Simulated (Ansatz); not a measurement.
The first iterations of a band of AlBrCl2FH (6 atoms, charge 0, multiplicity 1).

Theory: RKS BLYP/def2-SVP in Ansatz.

```
movable images  : 1
climbing image  : no
spring          : 5.0 eV/Å²
optimiser       : quadratic models (default)
start path      : through a guess of the saddle point
force threshold : 0.03 eV/Å
iteration limit : 60
end points      : relaxed
```

Image 0:

```xyz
6
Properties=species:S:1:pos:R:3
Al 0.010 0.000 -0.011
F 0.011 0.378 1.639
Cl 1.835 0.183 -1.051
Cl -1.836 0.096 -1.027
Br 0.079 -2.653 0.977
H 0.065 -1.760 2.121
```

Image 2:

```xyz
6
Properties=species:S:1:pos:R:3
Al 0.021 -0.510 -0.136
F 0.022 -0.004 1.799
Cl 1.832 0.254 -0.911
Cl -1.834 0.166 -0.887
Br 0.079 -2.704 0.720
H 0.045 -0.959 2.065
```

| iteration | highest image above the first end (eV) | largest band force component (eV/Å) |
| --- | --- | --- |
| 1 | 1.065 | 1.800 |
| 2 | 0.582 | 1.575 |

Q: Does the band converge within its limit, and where does its top end?

A: The forces met the threshold. It ended after 7 iterations with the highest image 0.085 eV above the first end. No image climbed, so the highest image needn't sit at the top of the path. So few images can step over the top or miss a turn of the path. The orbitals stay closed-shell, which can raise the energy where a bond breaks towards radicals; this wasn't checked here.

Time of the run: 20 s on 2 threads of Arm Neoverse V1, with other jobs on the host, peak memory 0.15 GiB.
